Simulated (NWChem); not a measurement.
Molecule: BeH2SeS; SMILES [SH][Be][SeH]

```xyz
5

Be     0.0221    -0.6630     0.0375
S     -0.0510    -2.5650     0.1170
H      0.0046    -2.6917    -1.2302
Se     0.1343     1.3637    -0.0239
H     -1.3345     1.4587    -0.0892
```
Atoms are numbered in this order, from 1.

Geometry: optimised at PBE0/def2-SVP.

Spin-orbit effects, on the heavy nuclei and on their neighbours, are missing.

Problem. Give the principal values of the shielding tensors (ppm) of Be1, S2, Se4 from PBE/pcSseg-1, GIAO (NWChem), with their diamagnetic and paramagnetic parts as GIAO splits them.

Solution. 
```tsv
atom	σ11	σ22	σ33	isotropic	diamagnetic	paramagnetic
Be1	37.6	39.4	151.7	76.3	145.4	-69.1
S2	546.2	705.0	796.3	682.5	1057.8	-375.3
Se4	1933.8	2162.5	2317.6	2138.0	3001.4	-863.4
```
